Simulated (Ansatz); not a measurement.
Ansatz (a quantum-chemistry and plane-wave program) input (SVWN5/def2-TZVPD):

Ansatz 0.2 input:
```yaml
crystal:
  periodic: [false, false, false]
  atoms:
    - {symbol: C, position_ang: [-1.86965061, 0.20288230, 0.10853541]}
    - {symbol: C, position_ang: [-0.43259113, -0.09073454, -0.07292925]}
    - {symbol: O, position_ang: [0.00113509, -1.08714066, -0.77414862]}
    - {symbol: O, position_ang: [0.42290164, 0.65747984, 0.47633148]}
    - {symbol: C, position_ang: [1.87560444, 0.41309837, 0.33022884]}
    - {symbol: H, position_ang: [-2.33266369, 0.36803722, -0.86836569]}
    - {symbol: H, position_ang: [-2.00015828, 1.08216939, 0.73218121]}
    - {symbol: H, position_ang: [-2.36035060, -0.65762285, 0.57193310]}
    - {symbol: H, position_ang: [2.13130095, 0.47587414, -0.72366926]}
    - {symbol: H, position_ang: [2.33196564, 1.20875074, 0.90559841]}
    - {symbol: H, position_ang: [2.10315734, -0.56670400, 0.74038699]}
    - {symbol: H, position_ang: [-0.70572139, -1.62469487, -1.17053760]}
basis:
  gaussian:
    orbitals: def2-TZVPD
hamiltonian:
  xc: {name: SVWN5}
total_charge: 1
output: {forces: true}
```

Output:

```
Functional definition: SVWN5
integrals: 0.16 GiB planned
1247 factors; their error is unknown
mean field: 1.41 GiB planned
mean field evaluation 1: about -7235.9380 eV, gradient 1.0e2 eV
mean field evaluation 2: about -7208.3044 eV, gradient 1.5e2 eV
mean field evaluation 4: about -7255.6671 eV, gradient 1.3e1 eV
mean field evaluation 8: about -7255.9864 eV, gradient 2.2e-1 eV
mean field evaluation 16: about -7255.9505 eV, gradient 1.1e-3 eV
mean field -7255.95045383 eV, -266.6512609184 hartree, gradient 1.8e-5 eV, S^2 0.000000; 0 other end points of the search recorded, 0 dependent functions left out
the calculation of the forces begins
reference -7255.95049887 eV, -266.6512625735 hartree; 20, 20 occupied and 234, 234 virtual orbitals, 1247 factors
Total energy: -7255.95049887 eV, -266.6512625735 hartree
Atom 0 at    -1.869651     0.202882     0.108535 Å, force     0.997226    -0.197740    -0.121644 eV/Å
Atom 1 at    -0.432591    -0.090735    -0.072929 Å, force    -0.379003    -0.094134    -0.074320 eV/Å
Atom 2 at     0.001135    -1.087141    -0.774149 Å, force     0.430764     0.581285     0.422223 eV/Å
Atom 3 at     0.422902     0.657480     0.476331 Å, force     0.509626    -0.079156    -0.046572 eV/Å
Atom 4 at     1.875604     0.413098     0.330229 Å, force    -1.090187     0.090238     0.043304 eV/Å
Atom 5 at    -2.332664     0.368037    -0.868366 Å, force    -0.172271     0.048409    -0.320468 eV/Å
Atom 6 at    -2.000158     1.082169     0.732181 Å, force    -0.046555     0.320104     0.227056 eV/Å
Atom 7 at    -2.360351    -0.657623     0.571933 Å, force    -0.181238    -0.283802     0.146045 eV/Å
Atom 8 at     2.131301     0.475874    -0.723669 Å, force     0.092865     0.004818    -0.414135 eV/Å
Atom 9 at     2.331966     1.208751     0.905598 Å, force     0.181857     0.301919     0.218497 eV/Å
Atom 10 at     2.103157    -0.566704     0.740387 Å, force     0.082170    -0.391376     0.142226 eV/Å
Atom 11 at    -0.705721    -1.624695    -1.170538 Å, force    -0.425254    -0.300568    -0.222214 eV/Å
Dipole moment:    -0.282105    -0.246692    -0.181097 e Å
```

It need not be the lowest isomer of its formula.
